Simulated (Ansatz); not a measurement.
Compare A (`CCB(C)[SiH3]`) with its isomer B (`CB(C)C[SiH3]`).

Isolated molecules relaxed with PBE0-D4/def2-TZVP in Ansatz; ΔE leaves out vibrations. CCSD(T)/CBS adds triple-zeta CCSD(T) − MP2 to the extrapolated MP2 energy (def2 sets, frozen cores). Functionals use def2-TZVPP. B3LYP here is the variant with VWN-RPA as its local correlation; programs differ in this. One conformer a species, not always the lowest.

(1) Which isomer does CCSD(T)/CBS put lower? Give the gap. (Best estimate.)

(2) Give E(B) − E(A) in kcal/mol with B3LYP-D4, PBE-D4, MP2/def2-TZVPP, B3LYP, HF/def2-TZVPP, PBE0-D4, ωB97M-V. (Best estimate.)

Largest T1 diagnostic: 0.011.

Answers

(1) Computed: B, by 21.9 kcal/mol.

(2) Computed: B3LYP-D4 -21.6, PBE-D4 -20.3, MP2/def2-TZVPP -23.6, B3LYP -21.3, HF/def2-TZVPP -21.9, PBE0-D4 -21.1, ωB97M-V -23.2. None reverses the order clearly.

From PBE to PBE0 (25 % exact exchange), in def2-TZVPP and without D4, E(B) − E(A) moves by −0.9 kcal/mol.
